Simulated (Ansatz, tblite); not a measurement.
Forces on Si(NMe2)H3 (C2H9NSi) at its PBE-D4/def2-SVP geometry. The state is a singlet with charge 0.

The xTB rows come from tblite. Another isomer (singlet) lies 0.73 eV lower at PBE0-D4/def2-TZVP; other spin states weren't run for this one.

GFN1-xTB (tblite), largest force 1.52 eV/Å:

```xyz
13
positions Å, forces eV/Å
C     0.267    0.248   -1.440    0.463   -0.042   -1.395
C     1.061   -0.867    0.573    1.104   -0.943    0.232
N     0.171    0.125    0.001   -1.328    0.280    0.679
Si   -1.273    0.630    0.852   -0.513    0.295    0.367
H     1.313    0.483   -1.747   -0.508   -0.105    0.221
H    -0.379    1.072   -1.806    0.249   -0.369    0.268
H    -0.032   -0.682   -1.987    0.154    0.498    0.463
H     0.997   -0.858    1.680   -0.059    0.064   -0.512
H     0.843   -1.910    0.231    0.021    0.686    0.124
H     2.120   -0.650    0.299   -0.550   -0.045    0.114
H    -1.726    1.932    0.248    0.349   -0.758    0.326
H    -0.912    0.801    2.303   -0.129   -0.094   -0.882
H    -2.450   -0.325    0.793    0.746    0.533   -0.003
```

GFN2-xTB (tblite), largest force 0.70 eV/Å:

```
C 0.104 0.039 -0.375
C 0.296 -0.231 0.112
N -0.467 0.040 0.208
Si -0.009 0.020 0.013
H -0.518 -0.151 0.276
H 0.341 -0.499 0.341
H 0.136 0.460 0.430
H -0.065 0.071 -0.687
H 0.013 0.634 0.116
H -0.602 -0.033 0.064
H 0.300 -0.596 0.201
H -0.051 -0.107 -0.686
H 0.521 0.353 -0.012
```

PBE-D4/def2-TZVP (Ansatz), largest force 0.42 eV/Å:

```
C 0.017 0.021 -0.373
C 0.221 -0.265 0.143
N -0.329 0.153 0.215
Si 0.207 -0.063 -0.117
H -0.261 -0.058 0.117
H 0.160 -0.212 0.123
H 0.069 0.225 0.174
H -0.004 0.018 -0.292
H 0.028 0.283 0.069
H -0.285 -0.023 0.053
H 0.057 -0.138 0.048
H -0.022 -0.028 -0.152
H 0.143 0.088 -0.008
```
